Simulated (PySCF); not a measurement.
**Partial charges of `CCC/C=N/[SiH3]`**

C4H11NSi.
Structure used (GFN2-xTB), in Å, numbered top down from 1:
```
atom  x, y, z in Å
C1     2.0453    0.5706    0.7996
C2     1.8701    0.0929   -0.6365
C3     0.6467   -0.8134   -0.7830
C4    -0.6304   -0.0751   -0.5470
N5    -1.5598   -0.5501    0.1404
Si6   -3.1343   -0.0266    0.5783
H7     1.1556    1.0982    1.1365
H8     2.8982    1.2411    0.8783
H9     2.2096   -0.2751    1.4633
H10    1.7597    0.9550   -1.2989
H11    2.7614   -0.4551   -0.9492
H12    0.7057   -1.6598   -0.0976
H13    0.6110   -1.2042   -1.8051
H14   -0.6851    0.9081   -1.0391
H15   -4.0054   -1.0519    0.0099
H16   -3.5522    1.3000    0.1022
H17   -3.1032   -0.0426    2.0382
```

Density: PBE0/pcSseg-1 (PySCF); schemes: Mulliken, IAO, Hirshfeld and ESP-fitted. One conformer (not necessarily the lowest) at the GFN2-xTB geometry, without solvent, vibrations or thermal averaging.

**Question.** Atoms with like bonding are taken together and averaged. Do the Mulliken, IAO, Hirshfeld and ESP-fitted schemes agree on where the charge is highest?

**Answer.** The schemes don't all agree: Mulliken Si6 (+0.608); IAO Si6 (+0.752); Hirshfeld Si6 (+0.340); ESP-fitted C4 (+0.556).

**Question.** Do the Mulliken, IAO, Hirshfeld and ESP-fitted schemes agree on where the charge is lowest?

**Answer.** All schemes agree: Mulliken N5 (-0.540); IAO N5 (-0.547); Hirshfeld N5 (-0.241); ESP-fitted N5 (-0.661).

**Question.** For which atoms does the sign change between the 4 schemes (beyond +0.03 e in one, beyond −0.03 e in another)?

**Answer.** C2.

**Question.** Tabulate the Mulliken, IAO, Hirshfeld and ESP-fitted charges.

**Answer.** In e; atoms taken as equivalent share a row and are averaged (×n: the atom named and its like, n in all):

```tsv
atom	environment	Mulliken	IAO	Hirshfeld	ESP-fitted
C1	methyl carbon	-0.272	-0.419	-0.118	-0.345
C2	chain CH2 carbon	-0.297	-0.248	-0.063	+0.216
C3	chain CH2 carbon	-0.193	-0.283	-0.073	-0.397
C4	C=N carbon	+0.100	+0.081	+0.074	+0.556
N5	C=N nitrogen	-0.540	-0.547	-0.241	-0.661
Si6	SiH3 silicon	+0.608	+0.752	+0.340	+0.525
H7/H8/H9	methyl hydrogen	+0.116	+0.140	+0.040	+0.088
H10/H11	methylene hydrogen	+0.119	+0.133	+0.038	-0.016
H12/H13	methylene hydrogen	+0.136	+0.152	+0.047	+0.106
H14	hydrogen on a C=N carbon	+0.076	+0.092	+0.036	-0.024
H15/H16/H17	Si–H hydrogen	-0.113	-0.138	-0.081	-0.105
```

Mean size of the charges over all atoms: IAO 0.225 e, ESP-fitted 0.209 e, Mulliken 0.193 e, Hirshfeld 0.087 e. Each set sums to the total charge, 0, to within 0.001 e. The IAO scheme projects the occupied orbitals on a minimal set of polarised atomic orbitals and counts the electrons in each atom's part of it. The ESP scheme is a least-squares fit of atom-centred charges to the potential on four shells outside the van der Waals surface, with the total charge fixed.

Some averages cover members that differ in this geometry: H15/H16/H17, ESP-fitted -0.133 to -0.091; H15/H16/H17, IAO -0.162 to -0.127; H10/H11, ESP-fitted -0.034 to +0.001; H15/H16/H17, Mulliken -0.135 to -0.101 e.

**Question.** How closely do the schemes follow one another over all atoms?

**Answer.** Correlation coefficient and root-mean-square difference: Mulliken with IAO 0.99, 0.058 e; IAO with Hirshfeld 0.97, 0.174 e; Mulliken with Hirshfeld 0.97, 0.134 e; Hirshfeld with ESP-fitted 0.83, 0.204 e; IAO with ESP-fitted 0.79, 0.188 e; Mulliken with ESP-fitted 0.77, 0.187 e.

**Question.** How many electrons does the IAO scheme count on Si6?

**Answer.** Z − q = 14 − (+0.752) = 13.248.

**Question.** Sum the charges by element, for elements with more than one atom.

**Answer.** 
```
element  atoms  Mulliken     IAO  Hirshfeld  ESP-fitted
      C      4    -0.662  -0.869     -0.180      +0.031
      H     11    +0.594  +0.665     +0.081      +0.104
```
